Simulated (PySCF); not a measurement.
## Tin: a sound run and one with changed settings

Sound run: Sn [Kr] 4d10 5s2 5p2, Sn⁺ [Kr] 4d10 5s2 5p1. Computed with PySCF 2.14 in def2-SVP with the def2 core potential (28 electrons) (4s4p2d, 26 functions), with scalar relativity through the core potential. The sound run starts from symmetry-adapted Hartree-Fock orbitals and uses a fine grid where one is needed.

Changed run: 6 angular points. This setting is unsound on purpose.

```csv
species,method,sound run (hartree),changed run (hartree),converged
Sn,UHF,-213.33613,-213.33613,yes
Sn,BP86,-214.36448,-214.96364,yes
Sn,TPSS,-214.15705,-214.82612,yes
Sn⁺,UHF,-213.08429,-213.08429,yes
Sn⁺,BP86,-214.09323,-214.68447,yes
Sn⁺,TPSS,-213.89065,-214.56114,yes
```

Ionisation energy of Sn:

```
method  sound run (eV)  changed run (eV)
   UHF           6.853             6.853
  BP86           7.381             7.597
  TPSS           7.249             7.211
```

A coarse angular grid integrates products of high-l functions wrongly, so density functionals can shift, and the SCF can exploit the error; Hartree-Fock and MP2 need no grid.

For comparison, NIST gives 7.344 eV between the lowest levels.
